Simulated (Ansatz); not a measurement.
Consider the cleavage of the Sb–Si bond: `N[Si](O)(Cl)[SbH2]` + `N[SiH3]` → `[SiH3][NH][SbH2]` + `N[SiH](O)Cl`.

Isolated molecules relaxed with PBE0-D4/def2-TZVP in Ansatz; ΔE leaves out vibrations. CBS: MP2 limit from def2 TZ/QZ plus the TZ coupled-cluster correction, frozen cores. This one scheme is used for every species. DFT in def2-TZVPP. Elements past krypton have def2 core potentials. For Sb outer-core shells are correlated without core-valence functions, which leaves a few kJ/mol of doubt a bond. Each species was taken in one conformer, which may not be the lowest.

`N[Si](O)(Cl)[SbH2]`:

Cartesian coordinates in Å:
```
N 1.460 0.146 0.285
Si -0.123 -0.494 0.304
O -0.171 -1.875 -0.572
Cl -0.485 -0.838 2.311
Sb -2.107 0.845 -0.619
H 1.838 0.500 -0.581
H 1.773 0.695 1.071
H 0.558 -2.487 -0.437
H -1.178 1.280 -1.989
H -1.565 2.227 0.228
```

`N[SiH3]`:

Cartesian coordinates in Å:
```
N -0.586 -0.653 -0.606
Si 0.294 0.484 0.338
H -1.176 -1.330 -0.149
H -0.164 -1.049 -1.430
H -0.649 1.100 1.307
H 1.440 -0.066 1.122
H 0.841 1.514 -0.582
```

`[SiH3][NH][SbH2]`:

```xyz
9

Si   -0.572    0.448   -0.982
N    -0.334   -0.866    0.102
Sb    0.918   -0.886    1.697
H    -1.216    1.638   -0.350
H    -1.437   -0.004   -2.106
H     0.751    0.888   -1.498
H    -1.058   -1.564    0.166
H     0.655    0.745    2.176
H     2.292   -0.400    0.796
```

`N[SiH](O)Cl`:

```xyz
8

N    -0.162    0.232   -1.173
Si    0.044    0.237    0.514
O    -0.513   -1.144    1.179
Cl    2.068    0.486    0.785
H     0.497    0.700   -1.773
H    -1.075    0.159   -1.591
H    -0.640    1.296    1.279
H    -0.220   -1.965    0.778
```

Q: Is it downhill or uphill in electronic energy at CCSD(T)/CBS, and by how much? (Estimate.)

A: Ansatz gave: Uphill: ΔE = +0.41 eV.

Q: What do these levels give: LDA (SPW92), revPBE-D4, BLYP-D4, r2SCAN-D4, BHLYP-D4, BLYP, r2SCANh, BHLYP, LC-ωPBE, RPA@PBE/def2-TZVPP, MP2/def2-TZVPP, SCS-MP2/def2-TZVPP? (Best estimate.)

A: The calculation gave: LDA (SPW92) 0.56, revPBE-D4 0.52, BLYP-D4 0.43, r2SCAN-D4 0.46, BHLYP-D4 0.39, BLYP 0.39, r2SCANh 0.46, BHLYP 0.35, LC-ωPBE 0.42, RPA@PBE/def2-TZVPP 0.29, MP2/def2-TZVPP 0.39, SCS-MP2/def2-TZVPP 0.31 eV.

Q: What do rigid-rotor, harmonic-oscillator terms from PBE0-D4/def2-TZVP frequencies (298.15 K, 1 bar) make of the CCSD(T)/CBS value? (Estimate.)

A: The calculation gave: ΔZPE = -0.05 eV, ΔH = +0.34 eV, ΔS = 1 J/(mol·K), ΔG = +0.34 eV.

Largest T1 diagnostic among the species: 0.013.

Leaving LDA and LC-ωPBE aside and taking each functional with its dispersion term where it has one, the values, not all of them listed here, spread over 0.18 eV, from B97M-V to PBE-D4. LDA lies +0.04 eV from PBE without D4. In def2-TZVPP, CCSD(T) changes the Hartree–Fock value by +0.11 eV (the triples alone add +0.01 eV) and MP2 by +0.14 eV.
